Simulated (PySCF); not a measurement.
Vertical excitations of a molecule C4H2BrCl from TDDFT-LC-ωPBE/def2-SVPD (PySCF), as energy in eV (oscillator strength): 5.25 (0.375), 5.38 (0.000), 5.66 (0.000), 6.13 (0.000), 6.57 (0.008), 6.60 (0.000), 6.88 (0.096), 7.04 (0.000), 7.43 (0.161), 7.44 (0.002). Lowest triplet (TDA): 2.93 eV. Coordinates come from a r2SCAN-D4/def2-SVP optimisation. Other conformers were not sampled.

Question: Identify the compound among the candidates.
A. C#C/C(Br)=C\Cl
B. C#C/C(Cl)=C\Br
C. C#C/C=C(/Cl)Br

Answer: C, C#C/C=C(/Cl)Br
